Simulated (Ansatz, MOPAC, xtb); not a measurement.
## A ladder of methods for CsF (SMILES [F][Cs])

CsF, singlet, SMILES `[F][Cs]`. Each level relaxes the structure for itself.

Each level gives the harmonic wavenumber (cm⁻¹). The values are calculated.

**The experiment to reproduce.** Huber and Herzberg, Constants of Diatomic Molecules gives the harmonic wavenumber of the gas as 353 cm⁻¹.

```csv
level,kind,program,value (cm⁻¹),computed − measured
GFN1-xTB,semi-empirical,xtb,241,-112
PM6-D3,semi-empirical,MOPAC,395,+42
PM6-D3H4,semi-empirical,MOPAC,397,+44
PM6-DH+,semi-empirical,MOPAC,397,+44
SVWN5/def2-TZVP (core potential),LDA,Ansatz,383,+30
PBE-D3(BJ)/def2-TZVP (core potential),GGA,Ansatz,355,+2
r2SCAN/def2-TZVP (core potential),meta-GGA,Ansatz,360,+7
B3LYP-D4/def2-TZVP (core potential),global hybrid,Ansatz,353,0
wB97X-V/def2-TZVP (core potential),range-separated hybrid,Ansatz,355,+2
CCSD(T)/def2-TZVP (core potential),coupled cluster or CI,Ansatz,344,-9
```

Nearest: B3LYP-D4/def2-TZVP (core potential) (0 cm⁻¹); farthest: GFN1-xTB (-112 cm⁻¹). Computed less measured by kind, in cm⁻¹ (def2-TZVP rows): semi-empirical -112 to +44; LDA +30; GGA +2; meta-GGA +7; global hybrid +0; range-separated hybrid +2; coupled cluster or CI -9. Harmonic and unscaled.
